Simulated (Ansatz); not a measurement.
C24H18⁻, that is 1,3,5-triphenylbenzene with one electron more. Charge -1, multiplicity 2. Geometry PBE-D4/def2-SVP; atoms count from 1.

```xyz
42

C     1.627    4.971   -2.451
C     0.770    4.079   -3.117
C     0.363    2.884   -2.510
C     0.810    2.522   -1.206
C     0.372    1.259   -0.577
C     1.143    0.667    0.434
C     0.781   -0.561    1.062
C     1.611   -1.167    2.104
C     2.964   -0.766    2.335
C     3.749   -1.347    3.332
C     3.235   -2.365    4.164
C     1.902   -2.779    3.958
C     1.114   -2.201    2.961
C    -0.424   -1.181    0.608
C    -1.222   -0.626   -0.403
C    -2.437   -1.334   -0.865
C    -2.974   -1.099   -2.162
C    -4.129   -1.758   -2.605
C    -4.801   -2.667   -1.773
C    -4.288   -2.910   -0.481
C    -3.135   -2.251   -0.040
C    -0.827    0.606   -1.002
C     1.669    3.442   -0.548
C     2.075    4.636   -1.154
H     1.938    5.914   -2.926
H     0.414    4.317   -4.133
H    -0.283    2.186   -3.061
H     2.075    1.162    0.739
H     3.416    0.002    1.690
H     4.791   -1.009    3.461
H     3.855   -2.822    4.950
H     1.466   -3.564    4.598
H     0.070   -2.531    2.854
H    -0.691   -2.171    1.003
H    -2.443   -0.413   -2.839
H    -4.510   -1.558   -3.620
H    -5.714   -3.176   -2.119
H    -4.803   -3.615    0.193
H    -2.772   -2.428    0.984
H    -1.499    1.108   -1.710
H     2.003    3.221    0.477
H     2.738    5.324   -0.605
```

Single mean-field runs in def2-TZVP are fitted with def2-universal-jkfit. The highest occupied level of the relaxed charge -1 doublet lies above zero (up to 0.65 eV). By energy differences its removal costs 0.23 eV (each at its own geometry, to the charge 0 singlet, at PBE0-D4/def2-TZVP); self-interaction error and the lack of diffuse functions both raise the level.

(1) Estimate the Mulliken populations of the heavy atoms from the PBE0/def2-TZVP orbitals of Ansatz.

(2) Where does the spin sit?

(3) And the Mayer bond orders between bonded heavy atoms (over 0.3)?

Results:

(1) 
```json
{"atom": "C1", "charge (e)": "-0.14", "spin (α − β)": "0.05"}
{"atom": "C2", "charge (e)": "-0.12", "spin (α − β)": "-0.02"}
{"atom": "C3", "charge (e)": "-0.21", "spin (α − β)": "0.05"}
{"atom": "C4", "charge (e)": "0.09", "spin (α − β)": "0.03"}
{"atom": "C5", "charge (e)": "0.20", "spin (α − β)": "-0.03"}
{"atom": "C6", "charge (e)": "-0.26", "spin (α − β)": "0.03"}
{"atom": "C7", "charge (e)": "0.15", "spin (α − β)": "0.12"}
{"atom": "C8", "charge (e)": "0.10", "spin (α − β)": "0.03"}
{"atom": "C9", "charge (e)": "-0.23", "spin (α − β)": "0.09"}
{"atom": "C10", "charge (e)": "-0.12", "spin (α − β)": "-0.04"}
{"atom": "C11", "charge (e)": "-0.17", "spin (α − β)": "0.17"}
{"atom": "C12", "charge (e)": "-0.12", "spin (α − β)": "-0.05"}
{"atom": "C13", "charge (e)": "-0.22", "spin (α − β)": "0.10"}
{"atom": "C14", "charge (e)": "-0.27", "spin (α − β)": "0.09"}
{"atom": "C15", "charge (e)": "0.17", "spin (α − β)": "-0.06"}
{"atom": "C16", "charge (e)": "0.10", "spin (α − β)": "0.02"}
{"atom": "C17", "charge (e)": "-0.21", "spin (α − β)": "0.03"}
{"atom": "C18", "charge (e)": "-0.12", "spin (α − β)": "-0.01"}
{"atom": "C19", "charge (e)": "-0.14", "spin (α − β)": "0.02"}
{"atom": "C20", "charge (e)": "-0.13", "spin (α − β)": "0.02"}
{"atom": "C21", "charge (e)": "-0.21", "spin (α − β)": "-0.01"}
{"atom": "C22", "charge (e)": "-0.39", "spin (α − β)": "0.41"}
{"atom": "C23", "charge (e)": "-0.21", "spin (α − β)": "-0.01"}
{"atom": "C24", "charge (e)": "-0.13", "spin (α − β)": "0.01"}
```
Mulliken values and Mayer orders depend strongly on the basis.

(2) Summed by element: C 1.04, H -0.04, of 1 unpaired in all. Largest on single atoms: C22 0.41, C11 0.17, C7 0.12.

(3) C1–C2 1.41 (1.41 Å); C1–C24 1.36 (1.41 Å); C2–C3 1.46 (1.40 Å); C3–C4 1.36 (1.43 Å); C4–C5 0.92 (1.48 Å); C4–C23 1.37 (1.42 Å); C5–C6 1.47 (1.40 Å); C5–C22 1.30 (1.43 Å); C6–C7 1.30 (1.43 Å); C7–C8 1.04 (1.46 Å); C7–C14 1.28 (1.43 Å); C8–C9 1.30 (1.43 Å); C8–C13 1.30 (1.43 Å); C9–C10 1.52 (1.40 Å); C10–C11 1.35 (1.41 Å); C11–C12 1.36 (1.41 Å); C12–C13 1.52 (1.40 Å); C14–C15 1.49 (1.40 Å); C15–C16 0.89 (1.48 Å); C15–C22 1.34 (1.43 Å); C16–C17 1.38 (1.42 Å); C16–C21 1.38 (1.42 Å); C17–C18 1.45 (1.40 Å); C18–C19 1.42 (1.40 Å); C19–C20 1.37 (1.41 Å); C20–C21 1.47 (1.40 Å); C23–C24 1.48 (1.40 Å).
